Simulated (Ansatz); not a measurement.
The cluster Ga2Cl6, relaxed as a singlet with RKS PBE-D4/def2-SVP in Ansatz, starting from the GFN2-xTB geometry. Force threshold 0.02 eV/Å.

The structure comes from a short search, and lower isomers may exist.

Start:

```csv
atom,x (Å),y (Å),z (Å)
Ga1,1.165,-0.829,0.774
Ga2,-1.168,0.834,-0.768
Cl3,1.026,0.285,-1.240
Cl4,-1.309,2.896,-0.520
Cl5,2.504,0.173,2.011
Cl6,-0.982,-0.157,1.310
Cl7,-2.404,-0.321,-1.983
Cl8,1.168,-2.880,0.415
```

(1) Estimate the energy that the relaxation releases and the steps that it takes.

(2) Does the start keep its bonding and symmetry?

(3) Predict the relaxed structure.

## Answers

(1) 16.7 kJ/mol, in 4 steps; 9 s on 4 threads of Arm Neoverse V1 on a shared host. No frequencies were taken in this run, so the end may be a saddle point.

(2) By distances, no bond broke or formed. The bond that changes most is Ga1–Cl5, from 2.08 to 2.14 Å (atoms count from 1). Point group C2v at the start, C2v at the end, both within 0.05 Å.

(3) 
```csv
atom,x (Å),y (Å),z (Å)
Ga1,1.1832,-0.8385,0.7871
Ga2,-1.1801,0.8472,-0.7828
Cl3,1.0581,0.2943,-1.2731
Cl4,-1.3479,2.9680,-0.5393
Cl5,2.5715,0.1707,2.0675
Cl6,-1.0095,-0.1692,1.3344
Cl7,-2.4752,-0.3226,-2.0239
Cl8,1.2000,-2.9500,0.4300
```
Bond lengths (bridged metal pairs left out): 8 × Cl–Ga 2.14 to 2.36 Å.
